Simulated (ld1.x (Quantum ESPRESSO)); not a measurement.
Cutoff test, chlorine, ultrasoft

```json
{"Element": "chlorine", "Generator": "ld1.x (Quantum ESPRESSO) 7.5", "Type": "ultrasoft", "Functional": "PBE", "Relativity": "scalar-relativistic", "Frozen core": "[Ne]", "Valence charge": "7", "Reference configuration": "3s2 3p5", "Partial waves": "3s (bound): rcut 1.20, rcutus 1.45 bohr; 3s channel at -0.4 Ry: rcut 1.20, rcutus 1.45 bohr; 3p (bound): rcut 1.20, rcutus 1.35 bohr; 3p channel at 3.05 Ry: rcut 1.20, rcutus 1.35 bohr", "Local potential": "all-electron potential smoothed inside 1.30 bohr (lloc = -1)", "Core correction": "Bessel-smoothed model core, default radius (core density twice the valence density)", "Augmentation charge": "PSQ, inside the norm-conserving radii"}
```

The pseudo-atom Hamiltonian at the reference potential is diagonalised in spherical Bessel functions j_l(qr) that vanish at 20 bohr, with q² up to the cutoff. All-electron valence levels (Ry): 3s -1.5208, 3p -0.6317.

Q: How do the lowest levels (Ry) of each channel move with the cutoff, and are there ghosts?

A:

```
cutoff (Ry)     s #1     p #1    p #2    d #1    d #2    f #1    f #2  Σ f·Δε (mRy)
          8  -1.5185  -0.5533  0.0357  0.0748  0.1673  0.1192  0.2553         397.6
         12  -1.5191  -0.6118  0.0344  0.0748  0.1666  0.1192  0.2553         103.9
         15  -1.5199  -0.6254  0.0341  0.0747  0.1664  0.1192  0.2553          34.3
         21  -1.5206  -0.6302  0.0340  0.0747  0.1661  0.1192  0.2553           9.1
         30  -1.5207  -0.6313  0.0340  0.0747  0.1660  0.1192  0.2553           3.2
         40  -1.5209  -0.6316  0.0340  0.0747  0.1659  0.1192  0.2553           1.3
         45  -1.5209  -0.6317  0.0340  0.0747  0.1659  0.1192  0.2553           0.7
         55  -1.5209  -0.6318  0.0340  0.0747  0.1659  0.1192  0.2553           0.4
        400  -1.5210  -0.6319  0.0340  0.0747  0.1659  0.1192  0.2553           0.0
```

Result: no extra level below or beside the all-electron valence levels (s, p, d, f tested); 10 mRy is reached at 21 Ry and 1 mRy at 45 Ry.
